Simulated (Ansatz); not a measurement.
Saddle point of SnH₆SO, closed shell (SnH₄O ([OH][SnH3]) + H₂S → SnH₄S ([SH][SnH3]) + H₂O; bonds formed: Sn1–S7, O2–H6; bonds broken: Sn1–O2, H6–S7), PBE0-D4/def2-TZVP structure:

```
9
angstrom
Sn -0.4554 0.3286 -0.9495
O 0.6676 0.8593 0.7577
H 0.4235 -0.7102 -1.9581
H -0.3094 1.9377 -1.5583
H -2.1021 0.0507 -0.6408
H 0.4292 -0.1911 1.2681
S -0.1360 -1.7374 1.1297
H 0.4286 1.6578 1.2413
H 1.0540 -2.1953 0.7099
```

Energies are electronic, without zero-point energy. Barriers and step energies count from the start structure reached by relaxing down the imaginary mode; all methods use the PBE0-D4 structures, on which another method's saddle can fall below an end. Program: Ansatz 0.2.0. Basis: def2-TZVPP, with def2-QZVPP for the basis limit. Cores are frozen in the correlated methods. Filled d shells of the heavier atoms are correlated. Core potentials replace the inner electrons of the atoms past krypton. The def2 sets are not built for correlating such inner shells, so the correlated values are less sure here. B3LYP uses VWN-RPA correlation. Extrapolation: Hartree–Fock as exp(−7.88 √X), correlation as X^−2.97.

```tsv
method	barrier (kcal/mol)	step energy (kcal/mol)
SPW92	3.07	-12.38
PBE-D4	8.67	-12.15
BLYP-D4	?	-10.08
r2SCAN-D4	10.52	-11.43
B97M-V	14.41	-10.18
PBE0-D4	11.32	-13.04
B3LYP-D4	14.14	-10.93
r2SCAN0-D4	12.41	-12.52
BHLYP-D4	?	-11.53
CAM-B3LYP-D4	15.68	-9.95
wB97X-V	15.80	-10.61
wB97M-V	14.75	-11.53
B2PLYP	?	-10.57
PBE-QIDH	13.82	-12.66
RPA on PBE	17.50	-9.80
HF	26.05	-10.81
MP2	15.00	-11.68
CCSD	18.75	-10.99
CCSD(T)	16.69	-11.02
```

(1) Fill in the withheld barriers. (An estimate is asked for; the value comes from the calculation.)

No T1 diagnostic of these runs exceeds 0.014.

Results:

(1) By the calculation: BHLYP-D4 17.23; B2PLYP 15.58; BLYP-D4 12.28 kcal/mol. Each is the energy of the saddle less that of the start structure, by the same method.

For comparison, the barrier by CCSD(T) at an estimated basis limit (MP2 extrapolated from triple and quadruple zeta, plus CCSD(T) − MP2 in triple zeta) is 15.09 kcal/mol.

Labels in which every atom is bracketed show which atoms are joined, not bond orders.

For scale, one of the runs: CCSD(T)/def2-TZVPP, 207 basis functions, launched by `ansatz run in.yaml --threads 4 --pin off --events-out ev --progress --plain --max-ram 9574MiB`. The run took 73 s on 4 CPU threads of an Arm Neoverse V1 (shared host), with 3 GiB of host memory at its peak.
